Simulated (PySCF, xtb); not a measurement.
C₄H₁₀O₂, SMILES O(C)CCOC. The values are those of a single conformer.

Harmonic wavenumbers (cm⁻¹) from GFN2-xTB run with xtb 6.7.1 at its own minimum, in rising order: 63, 81, 88, 224, 231, 271, 291, 360, 546, 881, 896, 1037, 1048, 1077, 1119, 1128, 1134, 1136, 1172, 1180, 1221, 1256, 1329, 1362, 1406, 1407, 1466, 1467, 1469, 1470, 1491, 1492, 2836, 2845, 2884, 2887, 2888, 2896, 2914, 2915, 3030, 3031.

### Question
What does PBE0-D3(BJ)/def2-SVP in PySCF give at its own minimum? (The exact figures need the calculation; the answer reports its results.)

### Answer
78, 84, 126, 229, 237, 282, 314, 368, 580, 895, 896, 1085, 1088, 1126, 1180, 1184, 1207, 1217, 1250, 1262, 1277, 1314, 1387, 1447, 1458, 1459, 1461, 1466, 1473, 1475, 1503, 1509, 2969, 2976, 2982, 2989, 3021, 3033, 3045, 3045, 3155, 3156. Paired by order, the mean absolute difference is 57 cm⁻¹ and the zero-point energies are 85.7 and 89.0 kcal/mol.
